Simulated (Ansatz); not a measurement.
This geometry of AlCl2H5OSi (10 atoms, charge 0, multiplicity 1) is a first-order saddle point.

Level of theory: RKS BLYP-D4/def2-SVP (Ansatz 0.2.0).

```xyz
10
Properties=species:S:1:pos:R:3
Al 0.081 -0.120 -0.131
H 0.075 -0.107 1.611
Cl 1.918 0.502 -0.971
Cl -1.740 0.536 -0.994
O 0.001 -1.908 0.372
Si -0.754 -3.414 0.050
H 0.037 -4.484 0.731
H -2.155 -3.390 0.575
H -0.743 -3.601 -1.433
H 0.007 -1.185 1.352
```

Which two structures does it join? (They come from a converged band through this point; their orientation in space is the band's.)

Bonds broken: Al1–H2, O5–H10. Bonds formed: H2–H10. AlCl2H5OSi becomes AlCl2H3OSi + H2.

Image 0:

```xyz
10
Properties=species:S:1:pos:R:3
Al -0.171 0.004 0.307
H -0.570 0.568 1.726
Cl 1.809 0.448 -0.451
Cl -1.729 -0.153 -1.179
O 0.216 -1.923 0.498
Si -0.822 -3.271 0.052
H -0.164 -4.467 0.663
H -2.130 -2.965 0.686
H -0.883 -3.399 -1.432
H 1.175 -2.013 0.291
```

Image 10:

```xyz
10
Properties=species:S:1:pos:R:3
Al 0.129 -0.397 -0.483
H -0.064 0.327 1.793
Cl 2.123 0.275 -0.525
Cl -1.392 0.906 -1.136
O -0.215 -2.030 -0.174
Si -0.771 -3.599 -0.065
H 0.357 -4.515 0.307
H -1.835 -3.685 0.991
H -1.346 -4.036 -1.380
H -0.258 -0.417 1.831
```

How far does it lie above each of them?

0.70 eV above the first and 0.92 eV above the second. This is the barrier of this one path; another mechanism may lie lower. The orbitals stay closed-shell, which can raise the energy where a bond breaks towards radicals; this wasn't checked here.

Time of the run: 4.4 min on 4 threads of Arm Neoverse V2, on a shared host, peak memory 0.17 GiB.
